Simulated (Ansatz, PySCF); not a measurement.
C3H3, SMILES C#C[CH2], multiplicity 2. Atoms are numbered in the order given.

```xyz
6

C      1.3185    -0.1654     0.1614
C      0.1134    -0.0109     0.0098
C     -1.2273     0.1610    -0.1589
H      2.3648    -0.2996     0.2930
H     -1.6133     1.0132    -0.7045
H     -1.9339    -0.5512     0.2492
```
Charge 0, spin multiplicity 2.

Geometry optimised at r2SCAN-D4/def2-TZVP. The isomer is the one that the SMILES or the coordinates give; other isomers of the formula were not compared.

Two levels are set side by side: PBE-D3(BJ)/def2-TZVP (Ansatz, an electronic-structure program) and r2SCAN-D4/def2-TZVP (Ansatz). Each level has its own optimised geometry; the coordinates shown are those of the second. Frequencies come from the Hessian of PySCF at each geometry. Differences are taken from unrounded values.

```tsv
quantity	r2SCAN-D4	PBE-D3(BJ)	PBE-D3(BJ) minus r2SCAN-D4
mean bond length (Å)	1.163	1.170	0.007
bond C1–C2 (Å)	1.224	1.233	0.009
bond C2–C3 (Å)	1.362	1.365	0.003
bond C1–H4 (Å)	1.063	1.070	0.007
bond C3–H5 (Å)	1.083	1.090	0.007
bond C3–H6 (Å)	1.083	1.090	0.007
highest harmonic wavenumber (cm⁻¹)	3471	3395	-76
mean harmonic wavenumber (cm⁻¹)	1492	1457	-35
zero-point energy (kcal/mol)	25.59	24.99	-0.60
```
